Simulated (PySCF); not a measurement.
Si(H)(Me)2(Cl) (C2H7ClSi), SMILES C[SiH](Cl)C. Atoms are numbered in the order given.

```xyz
11

Si    -0.3823    -0.4169     0.0000
C     -1.1698     0.2652     1.5500
C     -1.1698     0.2652    -1.5500
Cl     1.6375     0.1241     0.0000
H     -0.4258    -1.9086     0.0000
H     -2.2339    -0.0198     1.6015
H     -0.6694    -0.1189     2.4524
H     -1.1079     1.3650     1.5683
H     -0.6694    -0.1189    -2.4524
H     -2.2339    -0.0198    -1.6015
H     -1.1079     1.3650    -1.5683
```
Charge 0, spin multiplicity 1.

Geometry optimised at r2SCAN-D4/def2-SVP.

Level of theory: TDDFT-PBE/def2-SVPD (PySCF).

Vertical excitations. The molecule is in vacuum. State labels are in the subgroup Cs.

Computed excitation energies, oscillator strengths and character:
```csv
state,symmetry,energy (eV),λ (nm),f,main pairs
S1,A",7.06,176,0.006,"HOMO→LUMO 86 %, HOMO→LUMO+1 13 %"
S2,A',7.11,174,0.014,"HOMO−1→LUMO 82 %, HOMO−1→LUMO+1 17 %"
S3,A",7.19,172,0.051,"HOMO→LUMO+1 85 %, HOMO→LUMO 13 %"
S4,A',7.19,172,0.021,"HOMO−1→LUMO+1 82 %, HOMO−1→LUMO 17 %"
S5,A",7.63,162,0.034,HOMO−1→LUMO+2 98 %
S6,A',7.69,161,0.025,HOMO→LUMO+2 96 %
S7,A",7.97,156,0.007,HOMO→LUMO+3 99 %
S8,A',8.05,154,0.061,HOMO−1→LUMO+3 97 %
S9,A",8.20,151,0.026,"HOMO−2→LUMO 85 %, HOMO−2→LUMO+1 14 %"
S10,A",8.32,149,0.000,"HOMO−2→LUMO+1 86 %, HOMO−2→LUMO 13 %"
T1,A',6.77,183,0,HOMO−1→LUMO 94 %
T2,A",6.81,182,0,HOMO→LUMO 92 %
T3,A",7.03,176,0,HOMO→LUMO+1 92 %
T4,A',7.04,176,0,HOMO−1→LUMO+1 94 %
```
Triplets are in the Tamm–Dancoff approximation, which puts them higher than full response would, so one can lie above its singlet here.
